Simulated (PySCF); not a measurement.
Computed shifts of a molecule C₂H₄F₂OSi, PBE0/pcSseg-1 (PySCF), GIAO, gas phase, atoms alike by connectivity averaged where their shifts nearly agree, in ppm (number of nuclei): ¹³C: 155.3 (1), 132.1 (1). ²⁹Si: -53.7 (1). ¹⁹F: -148.6 (2). ¹H: 7.02 (1), 6.92 (1), 6.21 (1), 2.66 (1). References: ¹³C against TMS (σ = 186.3 ppm); ²⁹Si against TMS (σ = 352.7 ppm); ¹⁷O against H2O (σ = 334.2 ppm); ¹⁹F against CFCl3 (σ = 167.2 ppm); ¹H against TMS (σ = 31.56 ppm), references at their B3LYP-D3(BJ)/def2-TZVP geometries, non-relativistic. Coordinates come from a B3LYP-D3(BJ)/def2-SVP optimisation. Other conformers were not sampled.

Pick the molecule that these values belong to.
A) C[Si](F)(F)C=O
B) C=C[Si](O)(F)F
C) CC(=O)[SiH](F)F
D) O[Si@H](F)/C=C\F

B, C=C[Si](O)(F)F
